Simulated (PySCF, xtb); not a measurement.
**Two isomers of GeH2O**

Structure X is `[OH][GeH]`, a singlet and structure Y is `[O]=[GeH2]`, a singlet. Both are isolated molecules in the gas phase, relaxed with B3LYP/6-31G*; the shapes shown needn't be the lowest conformers.

X (Å):

```xyz
4

Ge   -0.6582   -0.2973   -0.3227
O     0.8575    0.3429    0.4307
H    -0.3210    0.2361   -1.8317
H     1.4234    0.7968   -0.2133
```

Y (Å):

```yaml
atoms:
  - { symbol: Ge, position_ang: [-1.0130, -0.2507, -0.8663] }
  - { symbol: O, position_ang: [-2.4743, -0.6155, -0.1988] }
  - { symbol: H, position_ang: [-0.3742, -1.0651, -2.0274] }
  - { symbol: H, position_ang: [-0.1353, 0.9449, -0.3976] }
```

Quicker runs give these differences E(Y) − E(X): GFN2-xTB +1.305 eV; HF/STO-3G +0.536 eV (at GFN2-xTB geometries); r2SCAN-D4/def2-SVP +1.094 eV (at GFN2-xTB geometries).

Task: Estimate E(Y) − E(X) at the level CCSD(T)/def2-TZVPP.

Result: Calculated at CCSD(T)/def2-TZVPP: E(Y) − E(X) = +1.064 eV, so structure X lies lower.

The same difference at several levels:

| level | geometry | E(Y) − E(X) (eV) | departure from the last row (eV) | job, with rough time for the two |
| --- | --- | --- | --- | --- |
| GFN2-xTB | GFN2-xTB | +1.305 | +0.241 | optimisation, 0.094 s |
| HF/STO-3G | GFN2-xTB | +0.536 | −0.528 | single point, 1.7 s |
| r2SCAN-D4/def2-SVP | GFN2-xTB | +1.094 | +0.030 | single point, 6.6 s |
| B3LYP/6-31G* | B3LYP/6-31G* | +1.191 | +0.127 | optimisation, 21 s |
| HF/def2-TZVPP | B3LYP/6-31G* | +1.536 | +0.472 | part of the CCSD(T) run |
| MP2/def2-TZVPP | B3LYP/6-31G* | +0.899 | −0.165 | part of the CCSD(T) run |
| CCSD(T)/def2-TZVPP | B3LYP/6-31G* | +1.064 |  | single point, 74 s |

As drawn, Y has 1 Ge=O, 1 Ge–H in place of 1 Ge–O, 1 O–H.

None of the levels shown reverses the order. The largest departure from CCSD(T)/def2-TZVPP is that of HF/STO-3G, 0.528 eV.

With thermal terms from frequencies at re-optimised GFN2-xTB minima (ideal gas, soft modes damped towards free rotors, one conformer each, 400 K, 1 atm): the zero-point term adds −0.043 eV; ΔH is +1.014 and ΔG +1.049 eV.

The T1 diagnostic of structure Y is large, so the coupled-cluster value is less sure. The correlated steps freeze 10 core orbitals; the filled d shell of Ge is correlated, in a basis made for valence electrons. Programs: PySCF 2.14.0, xtb 6.7.1 (Pople sets with spherical d functions); the last row on 2 threads of Arm Neoverse V1 on a shared host.
